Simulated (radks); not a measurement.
Trend from Sc2+ to Zn2+: ionisation energy by Delta-SCF between NIST ground configurations, and size. Calculated with a radial shooting solver on a logarithmic mesh with Libxc functionals: non-relativistic Kohn-Sham, PBE, spin-polarised, spherical densities, point nucleus; open shells are filled with parallel spins first.

species  configuration  IE (eV)  NIST (eV)       kind  outermost  <r> outermost (bohr)  r at 0.001 e/bohr^3 (bohr)
Sc2+          [Ar] 3d1   25.237     24.757       exp.         3d                  1.56                        3.10
Ti2+          [Ar] 3d2   27.733     27.492       exp.         3d                  1.41                        3.14
V2+           [Ar] 3d3   30.058     29.311       exp.         3d                  1.30                        3.12
Cr2+          [Ar] 3d4   32.252      30.96       exp.         3d                  1.20                        3.09
Mn2+          [Ar] 3d5   34.342      33.67       exp.         3d                  1.13                        3.04
Fe2+          [Ar] 3d6   31.394      30.65       exp.         3d                  1.11                        3.03
Co2+          [Ar] 3d7   33.846       33.5  semi-emp.         3d                  1.04                        3.00
Ni2+          [Ar] 3d8   36.169      35.19       exp.         3d                 0.977                        2.96
Cu2+          [Ar] 3d9   38.390      36.84       exp.         3d                 0.923                        2.92
Zn2+         [Ar] 3d10   40.528     39.723       exp.         3d                 0.876                        2.88

Reference values: NIST Atomic Spectra Database (exp. = measured, semi-emp. = semi-empirical, theory = theoretical value adopted there). Open shells are spherical and high-spin; term and fine-structure splittings are not resolved.
